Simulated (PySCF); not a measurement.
prop-2-enoxyboronic acid (C3H7BO3), SMILES C=CCOB(O)O.

Geometry optimised at B3LYP-D3(BJ)/def2-SVP. The values are those of a single conformer.

The numbers are results of PBE/def2-TZVP run with PySCF, not measurements.

```json
{
  "total_energy": "-368.89517 hartree",
  "highest_occupied_level": "-6.50 eV",
  "lowest_empty_level": "-1.05 eV",
  "orbital_gap": "5.45 eV",
  "dipole_moment": "0.13 D",
  "quadrupole, principal values (traceless, Buckingham form, about the centre of nuclear charge)": "-3.06, -0.37, 3.44 D·Å",
  "mean_static_polarisability": "63.7 bohr³ (9.44 Å³)",
  "polarisability_principal_values": "50.6, 56.0, 84.5 bohr³"
}
```
